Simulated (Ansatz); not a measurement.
Gas-phase reaction in SMILES: [OH][Zn][OH] -> [Zn]([OH])[OH] as triplet, charge 0 (to the triplet)

Wanted: adiabatic triplet-singlet gap, E(triplet) - E(singlet) (0 K, with zero-point energies), in eV. Terms: no spin-orbit coupling; non-relativistic; dispersion terms only where a functional's name holds one; open shells spin-unrestricted. Ab initio and DFT rows: single points at B3LYP-D3(BJ) geometries (Ansatz, a program for electronic structure), with unscaled harmonic terms from B3LYP/6-31G* (LANL2DZ past Ar) at its own minima. Levels can end on unlike triplets.

```tsv
species	coefficient	E at B3LYP/STO-3G (Ansatz), Eh	E at wB97X-V/def2-TZVPD (Ansatz), Eh	zero-point energy, kcal/mol
[OH][Zn][OH]	-1	-1908.15195	-1930.93052	15.54
[OH][Zn][OH] as triplet, charge 0	+1	-1908.16396	-1930.79146	14.77
```

 1 Eh = 27.2114 eV and 1 eV = 23.0605 kcal/mol.

**Question.** Work the quantity out at each level.

**Answer.** 
- B3LYP/STO-3G: the sum of coefficient times E is -0.01201 Eh, or -0.327 eV; the thermal terms add -0.033. Result: -0.36 eV.
- wB97X-V/def2-TZVPD: the sum of coefficient times E is 0.13906 Eh, or 3.784 eV; the thermal terms add -0.033. Result: 3.75 eV.
